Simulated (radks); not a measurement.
Tl XXXI, 51 electrons, occupied as [Kr] 4d10 4f5. All-electron calculation, scalar-relativistic Kohn-Sham, PBE, spin-unpolarised, spherical densities, point nucleus. Program: a radial shooting solver on a logarithmic mesh with Libxc functionals.

Unscreened Slater integrals over Kohn-Sham orbitals (hartree). Empty in this configuration: 5s.

F0(4f,4f): 2.3352
F2(4f,4f): 1.2314
F4(4f,4f): 0.80211
F6(4f,4f): 0.58637
F0(4f,4d): 2.2614
F2(4f,4d): 1.1340
F4(4f,4d): 0.73832
G1(4f,4d): 1.2120
G3(4f,4d): 0.82072
G5(4f,4d): 0.59844
F0(4f,4p): 2.2831
F2(4f,4p): 1.1616
G2(4f,4p): 0.95686
G4(4f,4p): 0.69250
F0(4f,4s): 2.3440
G3(4f,4s): 0.84742
F0(4f,5s): 1.5358
G3(4f,5s): 0.17103
F0(4d,4d): 2.2272
F2(4d,4d): 1.1392
F4(4d,4d): 0.77276
F0(4d,4p): 2.2449
F2(4d,4p): 1.1560
G1(4d,4p): 1.4495
G3(4d,4p): 0.92305
F0(4d,4s): 2.2976
G2(4d,4s): 1.1511
F0(4d,5s): 1.5250
G2(4d,5s): 0.17720
F0(4p,4p): 2.2679
F2(4p,4p): 1.1865
F0(4p,4s): 2.3212
G1(4p,4s): 1.5694
F0(4p,5s): 1.5309
G1(4p,5s): 0.15175
F0(4s,4s): 2.3804
F0(4s,5s): 1.5457
G0(4s,5s): 0.11002
F0(5s,5s): 1.2813

Derived for the open shells (J is the average intra-shell exchange parameter used in DFT+U). 4f: F4/F2 = 0.651, F6/F2 = 0.476, J = (286 F2 + 195 F4 + 250 F6)/6435 = 0.1018 hartree.
